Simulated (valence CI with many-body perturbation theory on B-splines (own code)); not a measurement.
Results of a calculation; reference values are marked as such.
**Sensitivity of CI+MBPT for Sm³¹⁺**

Method: relativistic CI+MBPT: three valence electrons over a frozen Dirac-Fock core [Ar] 3d10, radial functions for each j: 6 s, 6 p, 5 d, 3 f, 1 g, with the one-electron correlation potential Σ1 (screened to all orders), the two-electron term Σ2, the three-electron term Σ3, Breit, model QED; selected single and double excitations, second order for the rest (own B-spline code, finite nucleus).

No measured spectrum was set against this ion. As an estimate, large intervals hold to a few tenths of a per cent, small ones and those within an open d or f shell to about a per cent.

The reference run has the lowest level (4s^2 4p1/2) J=1/2 and an ionisation energy of 1227.74 eV. Its largest variational space holds 2813 state functions.

Levels are named by their leading jj configuration (3d3/2^4 stands for four electrons in 3d with j = 3/2), which in mixed levels can hold well under half, so a name can repeat and another be missing. Letters in brackets count levels of one name in rising energy.

| Level | Reference (cm⁻¹) | Shift (cm⁻¹) |
| --- | --- | --- |
| (4s^2 4p3/2) J=3/2 | 303903 | -8.9 |
| (4s 4p1/2^2) J=1/2 | 544517 | -151 |
| (4s 4p1/2 4p3/2) J=3/2 [a] | 777546 | -517 |
| (4s 4p1/2 4p3/2) J=5/2 | 825989 | -222 |
| (4s 4p1/2 4p3/2) J=3/2 [b] | 898888 | +145 |
| (4s 4p1/2 4p3/2) J=1/2 | 924623 | +314 |
| (4s 4p3/2^2) J=5/2 | 1105980 | -316 |
| (4s 4p3/2^2) J=3/2 | 1217770 | +234 |
| (4s 4p3/2^2) J=1/2 | 1229150 | +638 |
| (4s^2 4d3/2) J=3/2 | 1291740 | +688 |
| (4s^2 4d5/2) J=5/2 | 1333960 | +580 |
| (4p1/2^2 4p3/2) J=3/2 | 1458630 | +3.8 |

The ionisation energy moves by -0.07 eV.

Question: Which of these changes was made?
A. Davidson tolerance 2e-05 → 0.03
B. screening of Σ1 on → off; core polarisation of operators on → off
C. natural orbitals for correlation on → off
D. Breit term on → off; QED terms on → off

Answer: C. natural orbitals for correlation on → off.
